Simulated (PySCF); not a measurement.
## Correlation energy of Cu⁺ (copper, charge +1)

[Ar] 3d9 4p1, one real determinant (an excited configuration). Calculation: PySCF 2.14, in aug-cc-pVDZ-DK (7s6p4d2f, 59 functions); scalar relativity by spin-free X2C-1e. Frozen: [Ar]; 10 electrons correlated.

```csv
level,correlation energy (mhartree)
CCSD,-293.48
(T),-6.10
CCSD(T),-299.58
```

Diagnostics: T1 = 0.013, D1 = 0.0390, largest double amplitude 0.033.

Problem. Is a single reference adequate?

Solution. Yes: T1 lies below 0.03 and no double amplitude reaches 0.07.

The reference is one real determinant that mixes LS terms of this configuration.
